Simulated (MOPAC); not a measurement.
MOPAC input (PM7):

```
PM7 1SCF CHARGE=1 GEO-OK AUX(PRECISION=9) THREADS=1
C2H7GeO2

C     2.84184500 1    0.28549300 1   -0.09654600 1
C     1.43719000 1   -0.13264400 1    0.13210000 1
O     1.15341200 1   -1.21067600 1    0.81160600 1
O     0.48402300 1    0.53077500 1   -0.32113100 1
Ge   -1.41342400 1    0.14917800 1   -0.13982100 1
H     3.35369900 1    0.39967400 1    0.86236300 1
H     3.36253500 1   -0.49131900 1   -0.66355900 1
H     2.87112000 1    1.22116700 1   -0.64600300 1
H     1.93586000 1   -1.68411200 1    1.13893100 1
H    -1.60121200 1    0.17425400 1    1.37165400 1
H    -1.93651100 1    1.34390000 1   -0.91892800 1
H    -1.52962800 1   -1.21515500 1   -0.80732100 1
```

Output:

```
 *******************************************************************************
 **                                                                           **
 **                              MOPAC v23.2.5                                **
 **                                                                           **
 *******************************************************************************
 ** MOPAC's Digital Object Identifier: https://doi.org/10.5281/zenodo.6511958 **
 **                                                                           **
 ** Please cite the open-source release paper for use of this MOPAC version:  **
 ** J. E. Moussa and J. J. P. Stewart (2026)                                  **
 ** MOPAC: An open-source semiempirical molecular orbital program             **
 ** J. Open Source Softw., 11(119), 8025, https://doi.org/10.21105/joss.08025 **
 *******************************************************************************

                              PM7 CALCULATION RESULTS

 *******************************************************************************
 *  PM7        - The PM7 Hamiltonian to be used
 *  GEO-OK     - OVERRIDE INTERATOMIC DISTANCE AND OTHER SAFETY CHECKS
 *
 *
 *
 *                 CHARGE ON SYSTEM = +1
 *
 *
 *
 *  1SCF       - DO 1 SCF AND THEN STOP
 *  AUX        - OUTPUT AUXILIARY INFORMATION
 *******************************************************************************
PM7 1SCF CHARGE=1 GEO-OK AUX(PRECISION=9) THREADS=1
 C2H7GeO2

   ATOM   CHEMICAL          X               Y               Z
  NUMBER   SYMBOL      (ANGSTROMS)     (ANGSTROMS)     (ANGSTROMS)

     1       C          2.84184500  *   0.28549300  *  -0.09654600  *
     2       C          1.43719000  *  -0.13264400  *   0.13210000  *
     3       O          1.15341200  *  -1.21067600  *   0.81160600  *
     4       O          0.48402300  *   0.53077500  *  -0.32113100  *
     5      Ge         -1.41342400  *   0.14917800  *  -0.13982100  *
     6       H          3.35369900  *   0.39967400  *   0.86236300  *
     7       H          3.36253500  *  -0.49131900  *  -0.66355900  *
     8       H          2.87112000  *   1.22116700  *  -0.64600300  *
     9       H          1.93586000  *  -1.68411200  *   1.13893100  *
    10       H         -1.60121200  *   0.17425400  *   1.37165400  *
    11       H         -1.93651100  *   1.34390000  *  -0.91892800  *
    12       H         -1.52962800  *  -1.21515500  *  -0.80732100  *

          CARTESIAN COORDINATES

    NO.       ATOM           X           Y           Z

     1         C          2.8418      0.2855     -0.0965
     2         C          1.4372     -0.1326      0.1321
     3         O          1.1534     -1.2107      0.8116
     4         O          0.4840      0.5308     -0.3211
     5        Ge         -1.4134      0.1492     -0.1398
     6         H          3.3537      0.3997      0.8624
     7         H          3.3625     -0.4913     -0.6636
     8         H          2.8711      1.2212     -0.6460
     9         H          1.9359     -1.6841      1.1389
    10         H         -1.6012      0.1743      1.3717
    11         H         -1.9365      1.3439     -0.9189
    12         H         -1.5296     -1.2152     -0.8073

 General Reference for PM7:
 "Optimization of Parameters for Semiempirical Methods VI: More Modifications to the
 NDDO Approximations and Re-optimization of Parameters", J. J. P. Stewart, J. Mol. Mod., 1:32, 19 (2013)
 https://link.springer.com/article/10.1007/s00894-012-1667-x

           Empirical Formula: C2 H7 O2 Ge  =    12 atoms

      MOLECULAR POINT GROUP   :   Cs

      RHF CALCULATION, NO. OF DOUBLY OCCUPIED LEVELS = 15

 -------------------------------------------------------------------------------
 PM7 1SCF CHARGE=1 GEO-OK AUX(PRECISION=9) THREADS=1
 C2H7GeO2

     1SCF WAS SPECIFIED, SO BFGS WAS NOT USED
     SCF FIELD WAS ACHIEVED

                              PM7 CALCULATION
                                                       MOPAC v23.2.5 Linux

          FINAL HEAT OF FORMATION =         75.81077 KCAL/MOL =     317.19227 KJ/MOL

          COSMO AREA              =        136.13 SQUARE ANGSTROMS
          COSMO VOLUME            =        125.32 CUBIC ANGSTROMS

          IONIZATION POTENTIAL    =         15.761937 EV
          HOMO LUMO ENERGIES (EV) =        -15.762 -5.927
          NO. OF FILLED LEVELS    =         15
          MOLECULAR WEIGHT        =        135.6661         POINT GROUP:  Cs

          MOLECULAR DIMENSIONS (Angstroms)

            Atom       Atom       Distance
            H    11    H     6     5.66135
            H     8    H    10     3.71670
            H     8    H    12     2.24155

          SCF CALCULATIONS        =          1

   ATOM   CHEMICAL          X               Y               Z
  NUMBER   SYMBOL      (ANGSTROMS)     (ANGSTROMS)     (ANGSTROMS)

     1       C          2.84184500  *   0.28549300  *  -0.09654600  *
     2       C          1.43719000  *  -0.13264400  *   0.13210000  *
     3       O          1.15341200  *  -1.21067600  *   0.81160600  *
     4       O          0.48402300  *   0.53077500  *  -0.32113100  *
     5      Ge         -1.41342400  *   0.14917800  *  -0.13982100  *
     6       H          3.35369900  *   0.39967400  *   0.86236300  *
     7       H          3.36253500  *  -0.49131900  *  -0.66355900  *
     8       H          2.87112000  *   1.22116700  *  -0.64600300  *
     9       H          1.93586000  *  -1.68411200  *   1.13893100  *
    10       H         -1.60121200  *   0.17425400  *   1.37165400  *
    11       H         -1.93651100  *   1.34390000  *  -0.91892800  *
    12       H         -1.52962800  *  -1.21515500  *  -0.80732100  *

                             CARTESIAN COORDINATES

   1    C        2.841845000     0.285493000    -0.096546000
   2    C        1.437190000    -0.132644000     0.132100000
   3    O        1.153412000    -1.210676000     0.811606000
   4    O        0.484023000     0.530775000    -0.321131000
   5   Ge       -1.413424000     0.149178000    -0.139821000
   6    H        3.353699000     0.399674000     0.862363000
   7    H        3.362535000    -0.491319000    -0.663559000
   8    H        2.871120000     1.221167000    -0.646003000
   9    H        1.935860000    -1.684112000     1.138931000
  10    H       -1.601212000     0.174254000     1.371654000
  11    H       -1.936511000     1.343900000    -0.918928000
  12    H       -1.529628000    -1.215155000    -0.807321000

           Empirical Formula: C2 H7 O2 Ge  =    12 atoms

      MOLECULAR POINT GROUP   :   Cs

                  EIGENVALUES
 -37.72487 -36.32119 -31.96938 -27.04066 -24.21915 -22.43410 -21.86586 -21.56460
 -19.70378 -18.91410 -18.75136 -18.21070 -17.56220 -15.77364 -15.76194  -5.92692
  -4.92977  -3.52090  -2.41522  -2.38446  -2.06672  -1.55716  -0.63491   0.12089
   0.29125   0.55358   1.60156

              NET ATOMIC CHARGES AND DIPOLE CONTRIBUTIONS

  ATOM NO.   TYPE          CHARGE      No. of ELECS.   s-Pop       p-Pop
    1          C          -0.506742        4.5067     1.06500     3.44175
    2          C           0.723601        3.2764     1.12804     2.14836
    3          O          -0.459814        6.4598     1.81167     4.64814
    4          O          -0.505143        6.5051     1.78955     4.71560
    5         Ge           0.312097        3.6879     1.16077     2.52713
    6          H           0.216552        0.7834     0.78345
    7          H           0.218236        0.7818     0.78176
    8          H           0.229210        0.7708     0.77079
    9          H           0.393376        0.6066     0.60662
   10          H           0.117703        0.8823     0.88230
   11          H           0.143411        0.8566     0.85659
   12          H           0.117514        0.8825     0.88249
 DIPOLE           X         Y         Z       TOTAL
 POINT-CHG.     3.622    -1.199     0.855     3.910
 HYBRID         0.196    -0.232     0.153     0.340
 SUM            3.817    -1.432     1.008     4.200

          ATOMIC ORBITAL ELECTRON POPULATIONS

     Atom    s        px        py        pz
    1  C   1.06500   0.98399   1.23083   1.22693
    2  C   1.12804   0.85052   0.68026   0.61757
    3  O   1.81167   1.53452   1.45479   1.65883
    4  O   1.78955   1.46467   1.61224   1.63869
    5 Ge   1.16077   0.35909   1.07773   1.09031
    6  H   0.78345
    7  H   0.78176
    8  H   0.77079
    9  H   0.60662
   10  H   0.88230
   11  H   0.85659
   12  H   0.88249

 **********************
 *                    *
 * JOB ENDED NORMALLY *
 *                    *
 **********************

 == MOPAC DONE ==
```

The dipole moment of an ion depends on the origin.

The geometry given is a B3LYP-D3(BJ)/def2-TZVP minimum.
